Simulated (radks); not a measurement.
Values are calculated unless marked as measured or tabulated.
Species: Tb60+. Configuration: [He] 2s2 2p1 (the NIST ground configuration). Level of theory: Dirac Kohn-Sham, PBEsol, spin-unpolarised, spherical densities, finite nucleus; open shells fill j = l - 1/2 first; Fermi nuclear charge, rms radius 5.06 fm (a radial shooting solver on a logarithmic mesh with Libxc functionals).

Normalised radial functions P(r) = r R(r) (large component), r in bohr:

r	1s1/2	2s1/2	2p1/2
0.001499	1.8504	0.6979	0.0618
0.001802	2.1336	0.8029	0.0773
0.002183	2.4650	0.9248	0.0981
0.002645	2.8329	1.0586	0.1253
0.003179	3.2177	1.1964	0.1593
0.003852	3.6477	1.3468	0.2057
0.00463	4.0783	1.4921	0.2639
0.00561	4.5322	1.6366	0.3431
0.006798	4.9697	1.7615	0.4466
0.008171	5.3466	1.8473	0.5746
0.009901	5.6611	1.8803	0.7452
0.0119	5.8493	1.8338	0.9509
0.01442	5.8864	1.6754	1.2156
0.01747	5.7242	1.3760	1.5348
0.021	5.3607	0.9354	1.8895
0.02545	4.7672	0.3078	2.2983
0.03083	3.9915	-0.4736	2.7208
0.03706	3.1447	-1.3163	3.0987
0.04491	2.2502	-2.1995	3.4073
0.05398	1.4788	-2.9272	3.5580
0.06541	0.8423	-3.4202	3.5027
0.07925	0.4113	-3.5250	3.1968
0.09526	0.1738	-3.2277	2.6867
0.1154	0.0567	-2.5807	2.0095
0.1399	0.0141	-1.7725	1.3136
0.1681	0.0027	-1.0483	0.7503
0.2037	0.0003	-0.4944	0.3449
0.2448	0.0000	-0.1909	0.1310
0.2967	0.0000	-0.0529	0.0360

1s1/2: eigenvalue -58211 eV, 0 radial nodes, <r> = 0.0214 bohr, 90 % of the charge inside 0.0388 bohr. 2s1/2: eigenvalue -14065.0 eV, 1 radial node at r = 0.0276 bohr, <r> = 0.0871 bohr, 90 % of the charge inside 0.135 bohr. 2p1/2: eigenvalue -13856.3 eV, 0 radial nodes, <r> = 0.0720 bohr, 90 % of the charge inside 0.118 bohr.
